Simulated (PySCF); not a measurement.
## `Cc1c[o+]ccc1Br`, [C6H6BrO]+, charge +1

Geometry:
```tsv
atom	x (Å)	y (Å)	z (Å)
C1	2.058	-0.080	-0.319
C2	0.583	-0.131	-0.095
C3	-0.079	-1.338	-0.010
O4	-1.381	-1.432	0.185
C5	-2.146	-0.366	0.317
C6	-1.612	0.894	0.254
C7	-0.228	1.026	0.043
Br8	0.519	2.706	-0.052
H9	2.289	0.464	-1.251
H10	2.557	0.456	0.507
H11	2.487	-1.091	-0.388
H12	0.400	-2.317	-0.095
H13	-3.199	-0.610	0.475
H14	-2.261	1.767	0.365
```

Total charge +1.

Computed with UKS PBE0/def2-SV(P) four-point reorganisation energy, gas phase in PySCF. Geometry: PBE0/def2-SV(P).

The calculation is non-relativistic, which matters for the atoms heavier than Zn.

**Question.** What is the inner reorganisation energy for electron transfer, with the electron affinity?

**Answer.** λ = 0.133 (surface of the reduced species) + 0.132 (surface of the starting species) = 0.265 eV. The electron affinity is 5.88 eV vertical and 6.01 eV adiabatic without zero-point energy; at the relaxed geometry of the reduced species the two energies differ by 6.15 eV. Largest bond changes: C3–O4 1.320 → 1.363 Å, O4–C5 1.318 → 1.360 Å, C7–Br8 1.841 → 1.876 Å, C2–C3 1.379 → 1.365 Å, C6–C7 1.406 → 1.418 Å. ⟨S²⟩ of the relaxed reduced species 0.784.
